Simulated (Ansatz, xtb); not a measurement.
C4H9FO3: 4 structures ranked

4 gas-phase structures of C4H9FO3, from a drawn sample of its isomers (lower ones may exist). Each was relaxed with GFN2-xTB; where two conformers were screened, the lower at r2SCAN-D4/def2-SVP is listed:

A. `CO[C@H](F)OCCO`, a singlet
B. `CO[C@H](CO)OCF`, a singlet
C. `COC(F)(OC)OC`, a singlet
D. `COCO[C@H](F)OC`, a singlet

**Question.** Estimate their order in r2SCAN-D4/def2-SVP energy at these geometries, lowest first.

**Answer.** Calculated order at r2SCAN-D4/def2-SVP: C (0.0), A (35.4), D (46.0), B (62.4) kJ/mol.

Energies above the lowest of each column, in kJ/mol; the last columns are at B3LYP-D3(BJ)/def2-SVP geometries (a dash: not run or not comparable):

```tsv
structure	GFN2-xTB	HF/STO-3G	r2SCAN-D4/def2-SVP	B3LYP-D3(BJ)/def2-SVP	CCSD(T)/def2-SVP + ΔMP2/def2-TZVPP
C	0.0	0.0	0.0	0.0	0.0
A	74.6	50.5	35.4	31.0	11.4
D	60.8	22.9	46.0	40.4	30.6
B	88.6	71.3	62.4	55.4	–
```

Every level run on C puts it lowest or level with the lowest. Flexible structures stand in one conformer each, not always the lowest. Frequencies (GFN2-xTB) were run for A, C, D alone. The ΔMP2 step shifts differences by up to 18.8 kJ/mol, which makes them less sure. ΔMP2 is the change of the MP2 energy from the smaller to the larger basis.

Over these structures GFN2-xTB departs from r2SCAN-D4/def2-SVP by 12.6 kJ/mol on average once a common shift is removed. A GFN2-xTB relaxation took about 0.1 s and the r2SCAN-D4/def2-SVP energy about 2.1 s on a shared host (Ansatz 0.2.0, xtb 6.7.1).
